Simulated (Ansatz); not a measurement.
`[F][Hf]([F])([F])[SH]`, charge 0, multiplicity 1.

Give a relaxed structure at PBE0-D4/def2-TZVP (Ansatz). (Estimate.)

The calculation gave: 
Z-matrix (Å, degrees):
```
Hf
F 1 1.896
F 1 1.895 2 107.4
F 1 1.892 2 111.3 3 122.2
S 1 2.440 2 109.9 3 -119.3
H 5 1.348 1 91.5 2 60.3
```
Point group Cs.
